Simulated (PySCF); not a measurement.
Computed IR spectrum (relative IR intensity) of a molecule C3H6BNO. Coordinates come from a PBE-D3(BJ)/def2-SVP optimisation. The values are those of a single conformer. Method: PySCF with PBE-D3(BJ)/def2-SVP. Frequencies are harmonic and unscaled.

ν (cm⁻¹): 85 (w), 122 (w), 402 (vw), 538 (vw), 626 (m), 771 (m), 890 (w), 979 (m), 1123 (w), 1215 (vs), 1282 (vs), 1346 (w), 1358 (m), 1387 (vw), 1424 (s), 2275 (m), 2986 (vw), 3043 (vw), 3088 (vw), 3599 (s) (against the strongest line: vs over 80 %, s over 45 %, m over 15 %, w over 4 %, vw less)

**Question.** Which structure fits?
A. CN1C=CB1O
B. CB(O)CC#N
C. C[C@H]1N=CB1O
D. CNB1C=CO1

**Answer.** B, CB(O)CC#N
